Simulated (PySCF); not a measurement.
Species: C₅H₆FNSi₂.
Geometry (GFN2-xTB, Å), atoms numbered from 1 in this order:
```
atom  x, y, z in Å
N1     3.8793    0.5431    0.0769
C2     2.7346    0.4660    0.0369
C3     1.3394    0.3082    0.0000
C4     0.5201    1.3359   -0.2566
F5     1.0533    2.5624   -0.4883
Si6   -1.3728    1.3280   -0.3498
C7    -1.9449   -0.4290   -0.0068
C8    -1.1528   -1.4691    0.2517
Si9    0.7259   -1.4499    0.3399
H10   -1.7505    1.7581   -1.7005
H11   -1.8703    2.2595    0.6684
H12   -3.0189   -0.5859   -0.0264
H13   -1.6101   -2.4363    0.4343
H14    1.1743   -1.8433    1.6814
H15    1.2891   -2.3398   -0.6828
```

The closed-shell SCF was solved with PySCF and density fitting under several settings on one GFN2-xTB geometry (grid level 2 and gas phase unless stated).

| settings | basis functions | SCF cycles | E (Eh) | HOMO (eV) | LUMO (eV) | dipole (D) |
| --- | --- | --- | --- | --- | --- | --- |
| CAM-B3LYP/pcSseg-1, energy threshold 1e-06 Eh, start guess sap | 197 | 15 | -927.4751 | -9.36 | -0.76 | 5.83 |
| wB97X-D/cc-pVDZ | 164 | 14 | -927.5471 | -9.69 | 0.05 | 5.57 |
| HSE06/6-311G**, fitting basis def2-qzvpp-jkfit, start guess vsap | 214 | 14 | -927.1892 | -7.63 | -2.20 | 5.73 |

Problem. Estimate the rows for these settings: (1) PW91/pcseg-1, grid level 3; (2) PBE0/pcSseg-1, start guess sap.

Solution. 
| settings | basis functions | SCF cycles | E (Eh) | HOMO (eV) | LUMO (eV) | dipole (D) |
| --- | --- | --- | --- | --- | --- | --- |
| PW91/pcseg-1, grid level 3 | 164 | 17 | -927.4295 | -6.97 | -2.78 | 5.57 |
| PBE0/pcSseg-1, start guess sap | 197 | 21 | -926.9750 | -8.12 | -1.91 | 5.79 |

Problem. Over all rows, what range does the HOMO–LUMO gap span?

Solution. From 4.19 eV (PW91/pcseg-1, grid level 3) to 9.74 eV (wB97X-D/cc-pVDZ). The functional of the narrowest has no exact exchange, that of the widest range-separated exact exchange.

Problem. And the dipole moment?

Solution. From 5.57 D to 5.83 D; the largest is 1.05 times the smallest, and the median is 5.73 D.

Whole jobs, the steps after the SCF included, on an Intel Xeon at 2.50 GHz with one thread, no GPU, on a shared host:

```csv
settings,work after the SCF,wall time,peak memory
"CAM-B3LYP/pcSseg-1, energy threshold 1e-06 Eh, start guess sap","shieldings, ring-centre shieldings, charges and field gradients",2.1 min,1.1 GiB
wB97X-D/cc-pVDZ,"shieldings, ring-centre shieldings, charges and field gradients, density and orbital grids written",1.7 min,0.80 GiB
"HSE06/6-311G**, fitting basis def2-qzvpp-jkfit, start guess vsap","shieldings, ring-centre shieldings, charges and field gradients",2.9 min,1.1 GiB
"PW91/pcseg-1, grid level 3","shieldings, ring-centre shieldings",1.8 min,0.86 GiB
"PBE0/pcSseg-1, start guess sap","shieldings, ring-centre shieldings, charges and field gradients",1.9 min,1.1 GiB
```

wB97X-D ran without the empirical dispersion term, which would shift the total energy alone. Cycle counts include a coarse-grid stage where the run had one. All basis functions are spherical, in the Pople sets too.
